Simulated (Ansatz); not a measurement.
GaF₃, SMILES [F][Ga]([F])[F].

Geometry: PBE0-D3(BJ)/def2-SVP. The isomer is the one that the SMILES or the coordinates give; other isomers of the formula were not compared.

Two levels are set side by side: PBE/def2-SVPD (Ansatz, a program for electronic structure) and ωB97X-V/def2-SVPD (Ansatz). Energy differences of separate SCF runs at the same geometry; the states with an electron removed or added have multiplicity 2 and 2. Differences are taken from unrounded values.

```json
[
 {"quantity": "vertical ionisation energy (eV)", "ωB97X-V": "15.13", "PBE": "13.65", "PBE minus ωB97X-V": "-1.47"},
 {"quantity": "vertical electron affinity (eV)", "ωB97X-V": "0.49", "PBE": "0.84", "PBE minus ωB97X-V": "0.35"},
 {"quantity": "vertical singlet–triplet gap (eV)", "ωB97X-V": "7.97", "PBE": "6.29", "PBE minus ωB97X-V": "-1.67"}
]
```
